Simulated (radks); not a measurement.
Results of a calculation; reference values are marked as such.
Spherical quantum dot in the effective-mass picture: electrons in a parabolic well V = omega^2 r^2 / 2 with omega = 0.157, all in effective atomic units (hartree* = m*/eps^2 hartree, bohr* = eps/m* bohr), one dielectric constant everywhere. Level of theory: non-relativistic Kohn-Sham, PBEsol, spin-polarised, spherical densities (a radial shooting solver with Libxc functionals). Levels are named by radial order and angular momentum (1s, 1p, 1d, 2s, ...), and open shells are averaged over m. Results are scaled to m* = 0.061 and eps = 9.1, for which hartree* = 20.04 meV and bohr* = 7.894 nm. Each electron was tried in the lowest free levels, single moves between levels near the top were tried too, and the lowest total energy was kept; such a search can miss a lower state. The series stops at N = 7: beyond it a trial failed or the search could not be trusted, so later rows were left out. At N = 1 the Hartree and exchange-correlation terms need not cancel, so that row can carry a self-interaction error.

\begin{tabular}{lrrrrrr}
N & open shells & 2S & E (meV) & mu = E(N) - E(N-1) (meV) & addition energy mu(N+1) - mu(N) (meV) & e(HOMO) (meV) \\ \hline
1 & 1s(up 1, down 0) & 1 & 4.77397 & 4.7740 & 5.242 & 6.9749 \\
2 & none & 0 & 14.7899 & 10.016 & 5.855 & 11.927 \\
3 & 1p(up 1, down 0) & 1 & 30.6606 & 15.871 & 3.274 & 17.506 \\
4 & 1p(up 2, down 0) & 2 & 49.8050 & 19.144 & 3.215 & 20.770 \\
5 & 1p(up 3, down 0) & 3 & 72.1649 & 22.360 & 3.805 & 23.931 \\
6 & 1p(up 3, down 1) & 2 & 98.3299 & 26.165 & 2.783 & 27.551 \\
7 & 1p(up 3, down 2) & 1 & 127.278 & 28.948 & - & 30.342 \\
\end{tabular}

All shells are closed at N = 2 (there: 1s2); the second difference of the energy has clear peaks (12 % above both neighbours; the first and last values, which can be the largest, are not judged, and half-filled shells can peak too) at N = 5.
